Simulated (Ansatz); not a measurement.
This geometry of CH3ClFNSiZn (9 atoms, charge 0, multiplicity 1) is a first-order saddle point.

Level of theory: RKS PBE0-D4/def2-SVP in Ansatz 0.2.0.

```xyz
9
Properties=species:S:1:pos:R:3
N 0.428 -1.349 -0.669
C 0.219 -0.295 0.297
Zn 0.936 1.553 0.006
Si -1.514 0.547 0.024
F -0.955 1.483 -1.305
Cl -0.854 2.345 1.392
H 1.415 -1.571 -0.772
H -0.015 -2.211 -0.350
H 0.430 -0.550 1.361
```

Task: Which two structures does it join? (They come from a converged band through this point; their orientation in space is the band's.)

Result: No bond is made or broken. The height of N1 over the plane of its neighbours goes from -0.08 to 0.07 Å. The two ends are copies of one structure, up to a mirror image or an exchange of like atoms.

Image 0:

```xyz
9
Properties=species:S:1:pos:R:3
N 0.484 -1.271 -0.520
C 0.283 -0.311 0.418
Zn 1.359 1.601 0.344
Si -1.516 0.485 0.376
F -1.507 0.738 -1.270
Cl -0.912 2.507 1.060
H 1.093 -2.064 -0.370
H 0.186 -1.092 -1.472
H 0.619 -0.639 1.416
```

Image 8:

```xyz
9
Properties=species:S:1:pos:R:3
N 0.483 -1.263 -0.524
C 0.286 -0.313 0.423
Zn 1.368 1.600 0.361
Si -1.513 0.484 0.383
F -1.506 0.718 -1.267
Cl -0.914 2.515 1.043
H 0.172 -1.077 -1.471
H 1.087 -2.062 -0.384
H 0.625 -0.648 1.418
```

Task: How far does it lie above each of them?

Result: 13.4 kcal/mol above the first and 13.4 kcal/mol above the second. This is the barrier of this one path; another mechanism may lie lower.

The run took 5.4 min on 2 threads of Intel(R) Xeon(R) 6975P-C (Granite Rapids), with other jobs on the host, peak memory 0.36 GiB.
